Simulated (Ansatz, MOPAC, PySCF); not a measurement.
Complex: H2O (SMILES O) (first 3 atoms) with CH3F (SMILES CF); geometry from B3LYP-D3(BJ)/def2-TZVP, rigid monomers moved along the line of their centres of mass till H3···F5 is 2.80 Å.
(charge 0, multiplicity 1):
| atom | x (Å) | y (Å) | z (Å) |
|---|---|---|---|
| O | -0.1214 | -0.0633 | 0.5828 |
| H | 0.0078 | 0.6366 | -0.0644 |
| H | -0.4799 | 0.3723 | 1.3672 |
| C | 0.4821 | -0.2457 | 4.6060 |
| F | -0.4536 | 0.6933 | 4.1473 |
| H | -0.0496 | -0.9987 | 5.1866 |
| H | 0.9644 | -0.6947 | 3.7393 |
| H | 1.2080 | 0.2761 | 5.2286 |

Interaction energies are E(AB) − E(A) − E(B) at the monomers' geometry in the complex; basis-set methods are counterpoise corrected. Rows marked so take none.

Rows in 3-21G carry no dispersion term and start afresh at each structure. The state reached by PM3 isn't checked.

Programs: Ansatz (Gaussian orbitals); MOPAC for PM3 (differences of heats of formation); PySCF for 3-21G rows, the dispersion terms. Values without a source in brackets are computed.

Problem. One of these levels gives -3.06 kcal/mol for the interaction energy. Which one is it?
A) PM3
B) PBE-D3(BJ)/def2-TZVPPD
C) HF/3-21G (no counterpoise)

Solution. C, HF/3-21G (no counterpoise). The others give -1.12 (PM3), -2.19 (PBE-D3(BJ)/def2-TZVPPD)

Ansatz is a program for electronic structure.
